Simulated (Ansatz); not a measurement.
The cluster H₃W₂. Charge 0, multiplicity 2. Geometry PBE-D4/def2-TZVP; atoms count from 1.

Cartesian coordinates in Å:
```
W -0.513 0.658 0.355
W 1.115 -0.788 0.233
H 0.583 1.988 0.382
H -0.028 -2.062 0.208
H -1.158 0.204 -1.178
```

In the def2 sets W takes a core potential; there is no spin–orbit coupling. The charge 0 doublet is spin-contaminated (final ⟨S²⟩ up to 1.66, 0.75 for a pure state). The structure comes from a short search, and lower isomers may exist.

Estimate the Mulliken populations from the PBE0/def2-TZVP orbitals of Ansatz.


```json
{"atom": "W1", "charge (e)": "0.11", "spin (α − β)": "-1.68", "d electrons": "4.68"}
{"atom": "W2", "charge (e)": "0.17", "spin (α − β)": "2.63", "d electrons": "4.70"}
{"atom": "H3", "charge (e)": "-0.10", "spin (α − β)": "0.04", "d electrons": "–"}
{"atom": "H4", "charge (e)": "-0.09", "spin (α − β)": "-0.07", "d electrons": "–"}
{"atom": "H5", "charge (e)": "-0.09", "spin (α − β)": "0.08", "d electrons": "–"}
```
Mulliken values depend strongly on the basis.

Where does the spin sit?

Summed by element: W 0.95, H 0.05, of 1 unpaired in all. Largest on single atoms: W2 2.63, W1 -1.68, H5 0.08.

And the Mayer bond orders between heavy atoms (over 0.3)?

W1–W2 3.13 (2.18 Å).
